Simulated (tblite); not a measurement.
Parent: `[cH:1]1[cH:2][s:3][cH:4][p:5]1`, C3H3PS.

Structures optimised with GFN2-xTB, isolated species. One conformer each, not checked by frequencies here.

```json
{"coordinate of the parent": "C1–C2", "value": "1.352 Å"}
{"coordinate of the parent": "C2–S3", "value": "1.714 Å"}
{"coordinate of the parent": "S3–C4", "value": "1.714 Å"}
{"coordinate of the parent": "C4–P5", "value": "1.704 Å"}
{"coordinate of the parent": "C1–P5", "value": "1.768 Å"}
{"coordinate of the parent": "C2–C1–P5", "value": "117.4°"}
{"coordinate of the parent": "C1–C2–S3", "value": "116.8°"}
{"coordinate of the parent": "C2–S3–C4", "value": "94.5°"}
{"coordinate of the parent": "S3–C4–P5", "value": "118.6°"}
{"coordinate of the parent": "C1–P5–C4", "value": "92.6°"}
```

Task: How does the shared frame change in `[CH2:1]=[CH:2][c:3]1[p:4][cH:5][cH:6][s:7]1` with C1–C2–C3–P4 180°, C5H5PS? Atoms pair as C1 = C5, C2 = C6, S3 = S7, C4 = C3, P5 = P4 (parent first).

Result: 
| parent | relative | value in the relative | change |
| --- | --- | --- | --- |
| C1–C2 | C5–C6 | 1.352 Å | 0.000 |
| C2–S3 | C6–S7 | 1.713 Å | -0.001 |
| S3–C4 | S7–C3 | 1.739 Å | +0.025 |
| C4–P5 | C3–P4 | 1.727 Å | +0.023 |
| C1–P5 | C5–P4 | 1.763 Å | -0.005 |
| C2–C1–P5 | C6–C5–P4 | 117.5° | +0.1 |
| C1–C2–S3 | C5–C6–S7 | 117.3° | +0.5 |
| C2–S3–C4 | C6–S7–C3 | 95.0° | +0.5 |
| S3–C4–P5 | S7–C3–P4 | 116.8° | -1.8 |
| C1–P5–C4 | C5–P4–C3 | 93.4° | +0.8 |

Of the parent's bonds, S3–C4 changes most (+0.025 Å). Bonds of the relative outside the shared frame: C1=C2 1.332, C2–C3 1.437 Å. Point group Cs → Cs.

Task: How does the shared frame change in `[CH3:1][c:2]1[p:3][cH:4][cH:5][s:6]1`, C4H5PS? Atoms pair as C1 = C4, C2 = C5, S3 = S6, C4 = C2, P5 = P3 (parent first).

Result: 
| parent | relative | value in the relative | change |
| --- | --- | --- | --- |
| C1–C2 | C4–C5 | 1.350 Å | -0.002 |
| C2–S3 | C5–S6 | 1.715 Å | +0.001 |
| S3–C4 | S6–C2 | 1.732 Å | +0.018 |
| C4–P5 | C2–P3 | 1.714 Å | +0.010 |
| C1–P5 | C4–P3 | 1.768 Å | 0.000 |
| C2–C1–P5 | C5–C4–P3 | 117.5° | +0.1 |
| C1–C2–S3 | C4–C5–S6 | 116.8° | 0.0 |
| C2–S3–C4 | C5–S6–C2 | 95.1° | +0.6 |
| S3–C4–P5 | S6–C2–P3 | 117.2° | -1.4 |
| C1–P5–C4 | C4–P3–C2 | 93.3° | +0.7 |

Of the parent's bonds, S3–C4 changes most (+0.018 Å). Bonds of the relative outside the shared frame: C1–C2 1.492 Å. Point group Cs → Cs.

Task: How does the shared frame change in `[CH3:1][C:2](=[O:3])[c:4]1[p:5][cH:6][cH:7][s:8]1` with C1–C2–C4–P5 177°, C5H5OPS? Atoms pair as C1 = C6, C2 = C7, S3 = S8, C4 = C4, P5 = P5 (parent first).

Result: 
| parent | relative | value in the relative | change |
| --- | --- | --- | --- |
| C1–C2 | C6–C7 | 1.355 Å | +0.003 |
| C2–S3 | C7–S8 | 1.710 Å | -0.004 |
| S3–C4 | S8–C4 | 1.734 Å | +0.020 |
| C4–P5 | C4–P5 | 1.729 Å | +0.025 |
| C1–P5 | C6–P5 | 1.765 Å | -0.003 |
| C2–C1–P5 | C7–C6–P5 | 118.0° | +0.6 |
| C1–C2–S3 | C6–C7–S8 | 117.3° | +0.5 |
| C2–S3–C4 | C7–S8–C4 | 94.4° | -0.1 |
| S3–C4–P5 | S8–C4–P5 | 118.0° | -0.6 |
| C1–P5–C4 | C6–P5–C4 | 92.3° | -0.3 |

Of the parent's bonds, C4–P5 changes most (+0.025 Å). Bonds of the relative outside the shared frame: C1–C2 1.506, C2=O3 1.215, C2–C4 1.453 Å.

Task: How does the shared frame change in `[CH3:1][CH:2]([CH3:3])[c:4]1[p:5][cH:6][cH:7][s:8]1` with C1–C2–C4–P5 -118°, C6H9PS? Atoms pair as C1 = C6, C2 = C7, S3 = S8, C4 = C4, P5 = P5 (parent first).

Result: 
```
  parent  relative  value in the relative  change
   C1–C2     C6–C7                1.351 Å  -0.001
   C2–S3     C7–S8                1.714 Å   0.000
   S3–C4     S8–C4                1.730 Å  +0.016
   C4–P5     C4–P5                1.713 Å  +0.009
   C1–P5     C6–P5                1.767 Å  -0.001
C2–C1–P5  C7–C6–P5                 117.4°     0.0
C1–C2–S3  C6–C7–S8                 116.9°    +0.1
C2–S3–C4  C7–S8–C4                  95.1°    +0.6
S3–C4–P5  S8–C4–P5                 117.2°    -1.4
C1–P5–C4  C6–P5–C4                  93.4°    +0.8
```

Of the parent's bonds, S3–C4 changes most (+0.016 Å). Bonds of the relative outside the shared frame: C1–C2 1.530, C2–C3 1.530, C2–C4 1.499 Å. Point group Cs → Cs.

The numbers are calculated, not measured.
